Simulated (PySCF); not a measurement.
ammonia (H3N), singlet, at a GFN2-xTB geometry; MP2/aug-cc-pVDZ run with PySCF.

Input for PySCF:
```python
from pyscf import gto, scf, mp

mol = gto.M(
    atom='''
N    -0.000889    0.002201    0.110024
H     0.015877    0.938466   -0.275490
H     0.812490   -0.488757   -0.240501
H    -0.822147   -0.465118   -0.254176
''',
    basis='aug-cc-pvdz',
    charge=0,
    spin=0,
    verbose=4,
)

mf = scf.RHF(mol)
mf.kernel()

pt = mp.MP2(mf)
pt.kernel()
print('E(MP2) = %.10f' % pt.e_tot)
```

It wrote (shortened):

```
PySCF version 2.14.0

[INPUT] verbose = 4
[INPUT] num. atoms = 4
[INPUT] num. electrons = 10
[INPUT] charge = 0
[INPUT] spin (= nelec alpha-beta = 2S) = 0
[INPUT] symmetry False subgroup None
[INPUT] Mole.unit = angstrom
[INPUT] Symbol           X                Y                Z      unit          X                Y                Z       unit  Magmom
[INPUT]  1 N     -0.000889000000   0.002201000000   0.110024000000 AA   -0.001679966525   0.004159287200   0.207915227129 Bohr   0.0
[INPUT]  2 H      0.015877000000   0.938466000000  -0.275490000000 AA    0.030003181680   1.773443717216  -0.520600650056 Bohr   0.0
[INPUT]  3 H      0.812490000000  -0.488757000000  -0.240501000000 AA    1.535383578948  -0.923616871464  -0.454481022684 Bohr   0.0
[INPUT]  4 H     -0.822147000000  -0.465118000000  -0.254176000000 AA   -1.553632664133  -0.878945635605  -0.480323027437 Bohr   0.0

nuclear repulsion = 11.9447696760035
number of shells = 23
number of NR pGTOs = 68
number of NR cGTOs = 50
basis = aug-cc-pvdz
ecp = {}

******** <class 'pyscf.scf.hf.RHF'> ********
method = RHF
initial guess = minao
damping factor = 0
level_shift factor = 0
DIIS = <class 'pyscf.scf.diis.CDIIS'>
diis_start_cycle = 1
diis_space = 8
diis_damp = 0
SCF conv_tol = 1e-09
SCF conv_tol_grad = None
SCF max_cycles = 50
direct_scf = True
direct_scf_tol = 1e-13
Set gradient conv threshold to 3.16228e-05
Initial guess from minao.
init E= -56.0446993432614
  HOMO = -0.32404292367775  LUMO = 0.0233576264191671  gap/eV = 9.45325
cycle= 1 E= -56.1924603518619  delta_E= -0.148  |g|= 0.221  |ddm|= 1.71
  HOMO = -0.405324756348738  LUMO = 0.0349866758939812  gap/eV = 11.98148
cycle= 2 E= -56.2040612932829  delta_E= -0.0116  |g|= 0.0723  |ddm|= 0.189
  HOMO = -0.434080283744312  LUMO = 0.0356016287728496  gap/eV = 12.78070
cycle= 3 E= -56.2052108015992  delta_E= -0.00115  |g|= 0.023  |ddm|= 0.049
  HOMO = -0.425132090610303  LUMO = 0.0360756969928375  gap/eV = 12.55010
cycle= 4 E= -56.205361647545  delta_E= -0.000151  |g|= 0.00474  |ddm|= 0.0171
  HOMO = -0.425865334801711  LUMO = 0.0359992336714092  gap/eV = 12.56798
cycle= 5 E= -56.2053739033875  delta_E= -1.23e-05  |g|= 0.000975  |ddm|= 0.00592
  HOMO = -0.425989910452848  LUMO = 0.0359821114306209  gap/eV = 12.57090
cycle= 6 E= -56.2053749050848  delta_E= -1e-06  |g|= 0.000237  |ddm|= 0.00215
  HOMO = -0.426024980980284  LUMO = 0.0359782298427147  gap/eV = 12.57175
cycle= 7 E= -56.2053749713241  delta_E= -6.62e-08  |g|= 3.86e-05  |ddm|= 0.00064
  HOMO = -0.426026267932857  LUMO = 0.0359782064939091  gap/eV = 12.57178
cycle= 8 E= -56.2053749726744  delta_E= -1.35e-09  |g|= 4.31e-06  |ddm|= 0.000106
  HOMO = -0.426026036992581  LUMO = 0.0359784263189025  gap/eV = 12.57178
cycle= 9 E= -56.2053749726849  delta_E= -1.05e-11  |g|= 5.75e-07  |ddm|= 1.53e-05
  HOMO = -0.426026118365174  LUMO = 0.0359784310570919  gap/eV = 12.57178
Extra cycle  E= -56.2053749726854  delta_E= -5.12e-13  |g|= 2.33e-07  |ddm|= 1.44e-06
converged SCF energy = -56.2053749726854

******** <class 'pyscf.mp.mp2.RMP2'> ********
nocc = 5, nmo = 50
E(RMP2) = -56.407533997879  E_corr = -0.202159025193661
E(SCS-RMP2) = -56.4071836440316  E_corr = -0.201808671346199
E_corr(same-spin) = -0.0470563371763787
E_corr(oppo-spin) = -0.155102688017282
E(MP2) = -56.4075339979
```
